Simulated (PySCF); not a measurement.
germylsilane (GeH₆Si), SMILES [SiH3][GeH3]. The structure is a stationary point at PBE0-D3(BJ)/def2-TZVP.

The numbers are results of PBE0-D3(BJ)/def2-TZVP (PySCF), not measurements.

Harmonic wavenumbers (cm⁻¹): 118, 358, 358, 358, 594, 594, 783, 884, 884, 886, 940, 940, 2144, 2152, 2152, 2218, 2231, 2231. Rotational constants (GHz): 41.56, 3.614, 3.614; symmetry number 3.

**Question.** Work out the zero-point energy and the ideal-gas rigid-rotor harmonic-oscillator thermochemistry at 298.15 K and 1 atm.

**Answer.** ZPE = ½ Σ hcν = ½ × 20825 cm⁻¹ = 29.77 kcal/mol. H − E(el) = 33.67 kcal/mol. Entropy in cal/(mol K): translation 39.91, rotation 21.71, vibration 8.34, total 69.97. G − E(el) = 12.81 kcal/mol. Cp = 19.82 cal/(mol K). Modes under 150 cm⁻¹ make the vibrational entropy uncertain.
